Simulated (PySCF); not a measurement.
A GIAO shielding run with PySCF 2.14 (density fitting, non-relativistic, gas phase) on SMILES C[SiH2][Si@@H](C[SiH3])[SiH2][SiH3], C2H16Si5:

```
$ OMP_NUM_THREADS=1 python probes_run.py task.json out

{"job": {"kind": "nmr", "xc": "PBE0", "basis": "pcSseg-1"}, "charge": 0, "multiplicity": 1}
C      1.854869    -3.012462     0.592296
Si     1.621875    -1.751848    -0.809247
Si     0.897642     0.273990     0.086303
C      0.308844     1.374221    -1.368759
Si    -0.156340     3.164186    -0.951363
Si    -0.837996     0.133488     1.641442
Si    -2.949294    -0.135689     0.734549
H      2.622429    -2.686790     1.288260
H      2.148880    -3.985688     0.211675
H      0.936946    -3.145938     1.157590
H      0.645267    -2.324984    -1.752470
H      2.886860    -1.706206    -1.562099
H      2.059002     0.998011     0.656596
H      1.091101     1.390128    -2.128817
H     -0.548816     0.891092    -1.840798
H     -0.593585     3.870446    -2.159915
H      1.007302     3.855918    -0.395071
H     -1.246907     3.172045     0.029133
H     -0.552989    -1.002294     2.540384
H     -0.838137     1.277337     2.570087
H     -4.058854     0.012188     1.679590
H     -3.105699    -1.464008     0.132247
H     -3.197151     0.829840    -0.341536
```

Hardware: 1 thread of an Arm Neoverse N1, shared host. The job also computes population analyses, field gradients.

**Question.** How large is the calculation?

**Answer.** 98 electrons, 234 basis functions and 1335 auxiliary functions.

**Question.** How long does it take, and how much memory does it need?

**Answer.** 2 min of wall time, with 12 SCF cycles and 4 response iterations; peak memory 1.1 GiB. Times on a shared host scatter by some tens of per cent.
